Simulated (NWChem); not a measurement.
Program: NWChem. System: H6N2Si, charge 1, spin multiplicity 2, at the geometry of a parent with another charge or spin, in a state set for the comparison that need not be this species' ground state. Its SCF solution wasn't tested for a lower state. Level: UPBE/3-21G.

Input file:

```
start mol
memory heap 200 mb stack 900 mb global 1100 mb
charge 1
geometry units angstroms nocenter noautoz
  Si     0.000000     0.000000     0.508234
  N      0.053933    -1.401782    -0.520082
  N     -0.053933     1.401782    -0.520082
  H     -1.202344     0.194978     1.406416
  H      1.202344    -0.194978     1.406416
  H     -0.715262    -1.594772    -1.166012
  H      0.456664    -2.268709    -0.157471
  H     -0.456664     2.268709    -0.157471
  H      0.715262     1.594772    -1.166012
  symmetry group C2
end
basis spherical
  * library 3-21g
end
dft
  xc xpbe96 cpbe96
  odft
  mult 2
  semidirect memsize 60000000 filesize 0
  iterations 100
end
task dft energy
```

Output (cleaned and shortened):

```
             Northwest Computational Chemistry Package (NWChem) 7.3.0
             --------------------------------------------------------

                                NWChem Input Module
                                -------------------

 Scaling coordinates for geometry "geometry" by  1.889725989
 (inverse scale =  0.529177249)

 Turning off AUTOSYM since
 SYMMETRY directive was detected!

                             Geometry "geometry" -> ""
                             -------------------------

 Output coordinates in angstroms (scale by  1.889725989 to convert to a.u.)

  No.       Tag          Charge          X              Y              Z
 ---- ---------------- ---------- -------------- -------------- --------------
    1 Si                  14.0000     0.00000000     0.00000000     0.50823400
    2 N                    7.0000     0.05393300    -1.40178200    -0.52008200
    3 N                    7.0000    -0.05393300     1.40178200    -0.52008200
    4 H                    1.0000    -1.20234400     0.19497800     1.40641600
    5 H                    1.0000     1.20234400    -0.19497800     1.40641600
    6 H                    1.0000    -0.71526200    -1.59477200    -1.16601200
    7 H                    1.0000     0.45666400    -2.26870900    -0.15747100
    8 H                    1.0000    -0.45666400     2.26870900    -0.15747100
    9 H                    1.0000     0.71526200     1.59477200    -1.16601200

 Effective nuclear repulsion energy (a.u.)     118.0527960496

            Nuclear Dipole moment (a.u.)
            ----------------------------
        X                 Y               Z
 ---------------- ---------------- ----------------
     0.0000000000    -0.0000000000    -0.0000113384

      Symmetry information
      --------------------

 Group name             C2
 Group number              4
 Group order               2
 No. of unique centers     5

      Symmetry unique atoms

     1    2    4    6    7


 Summary of "ao basis" -> "" (spherical)
 ------------------------------------------------------------------------------
       Tag                 Description            Shells   Functions and Types
[...]
 Vector   18  Occ=0.000000D+00  E=-1.744927D-01  Symmetry=b
              MO Center=  4.8D-17,  1.2D-16,  5.6D-01, r^2= 3.9D+00
   Bfn.  Coefficient  Atom+Function         Bfn.  Coefficient  Atom+Function
  ----- ------------  ---------------      ----- ------------  ---------------
    12      1.052302  1 Si py                19      0.684579  2 N  s
    28     -0.684579  3 N  s                  8      0.338557  1 Si py
    22      0.259404  2 N  pz                31     -0.259404  3 N  pz
    20     -0.150593  2 N  px                29     -0.150593  3 N  px
     4     -0.142607  1 Si py                11      0.139633  1 Si px

 Vector   19  Occ=0.000000D+00  E=-1.599698D-01  Symmetry=a
              MO Center=  6.1D-16,  3.4D-15, -3.4D-01, r^2= 4.5D+00
   Bfn.  Coefficient  Atom+Function         Bfn.  Coefficient  Atom+Function
  ----- ------------  ---------------      ----- ------------  ---------------
    19      0.974762  2 N  s                 28      0.974762  3 N  s
    13      0.736474  1 Si pz                10     -0.560427  1 Si s
    39     -0.419647  7 H  s                 41     -0.419647  8 H  s
     9      0.258503  1 Si pz                37     -0.244535  6 H  s
    43     -0.244535  9 H  s                  2      0.128831  1 Si s

   alpha - beta orbital overlaps
   -----------------------------

   alpha      1      2      3      4      5      6      7      8      9     10
    beta      1      2      3      4      5      6      7      8      9     10
 overlap   1.000  1.000  1.000  1.000  0.998  1.000  0.998  1.000  1.000  1.000

   alpha     11     12     13     14     15     16     17     18     19     20
    beta     11     12     13     14     15     16     17     18     19     20
 overlap   1.000  1.000  0.999  0.998  0.994  0.997  0.995  0.999  0.999  0.999

   alpha     21     22     23     24     25     26     27     28     29     30
    beta     21     22     23     24     25     26     27     28     29     30
 overlap   0.999  1.000  1.000  1.000  0.999  1.000  1.000  1.000  1.000  0.999

   alpha     31     32     33     34     35     36     37     38     39     40
    beta     31     32     34     33     35     36     38     37     39     40
 overlap   1.000  0.999  0.988  0.998  0.996  0.987  0.996  0.998  0.998  1.000

   alpha     41     42     43
    beta     41     42     43
 overlap   1.000  1.000  1.000

     --------------------------
     Expectation value of S2:
     --------------------------
      <S2> =      0.7529 (Exact =     0.7500)

 center of mass
 --------------
 x =   0.00000000 y =   0.00000000 z =  -0.00546836

 moments of inertia (a.u.)
 ------------------
         329.209766369477           8.495337448661           0.000000000000
           8.495337448661          92.938804256511           0.000000000000
           0.000000000000           0.000000000000         268.031318074245

     Multipole analysis of the density
     ---------------------------------

     L   x y z        total         alpha         beta         nuclear
     -   - - -        -----         -----         ----         -------
     0   0 0 0      1.000000    -17.000000    -16.000000     34.000000

     1   1 0 0     -0.000000     -0.000000     -0.000000      0.000000
     1   0 1 0      0.000000     -0.000000      0.000000     -0.000000
     1   0 0 1     -0.105479      0.087816     -0.193283     -0.000011

     2   2 0 0    -17.160865    -17.445231    -15.329286     15.613652
     2   1 1 0      0.577749      2.989190      2.295255     -4.706696
     2   1 0 1     -0.000000     -0.000000      0.000000      0.000000
     2   0 2 0     -6.542693    -82.907225    -77.071989    153.436521
     2   0 1 1     -0.000000     -0.000000      0.000000      0.000000
     2   0 0 2    -16.156593    -35.028917    -31.578934     50.451259

 Task  times  cpu:        8.3s     wall:        8.3s

 Total times  cpu:        8.3s     wall:        8.3s
```
